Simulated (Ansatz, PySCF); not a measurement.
Energy difference 4 R1 + R2 → 3 P1 + P2 + P3, each structure at its B3LYP-D3(BJ)/def2-TZVP stationary point, reached from a drawn start (curvature not checked).
P1: CH4 (SMILES C), charge 0, multiplicity 1.
R1: H2 (SMILES [H][H]), charge 0, multiplicity 1.
P2: HCl (SMILES Cl), charge 0, multiplicity 1.
P3: SiH4 (SMILES [SiH4]), charge 0, multiplicity 1.
R2, C3H9ClSi (SMILES C[Si](C)(C)Cl) (charge 0, multiplicity 1, Z-matrix in Å and degrees):
```
Si
C 1 1.8664
H 2 1.0912 1 111.01
H 2 1.0912 3 108.08 1 121.97
H 2 1.0932 3 108.14 4 116.85
C 1 1.8664 2 111.46 3 -57.26
H 6 1.0912 1 111.01 2 57.26
H 6 1.0912 7 108.08 1 -121.97
H 6 1.0932 7 108.14 8 -116.85
C 1 1.8664 2 111.46 3 177.50
H 10 1.0912 1 111.01 2 -57.26
H 10 1.0912 11 108.08 1 121.97
H 10 1.0932 11 108.14 12 116.85
Cl 1 2.0920 2 107.40 3 60.12
```

P less R. No zero-point or thermal terms.

Cores are frozen in the correlated methods.

Codes used: Ansatz (a program for electronic structure); PySCF for the D3/D4 terms. All values are computed, each at the level named.

Task: One of these levels gives -1.36 kcal/mol for the reaction energy. Name it.
(A) CAM-B3LYP-D3(BJ)/def2-TZVPP
(B) wB97X-V/def2-TZVPP
(C) r2SCAN-D3(BJ)/def2-TZVPP
(D) B2PLYP/def2-TZVPP

Result: D, B2PLYP/def2-TZVPP. The others give 6.75 (r2SCAN-D3(BJ)/def2-TZVPP), -0.76 (CAM-B3LYP-D3(BJ)/def2-TZVPP), 2.48 (wB97X-V/def2-TZVPP)
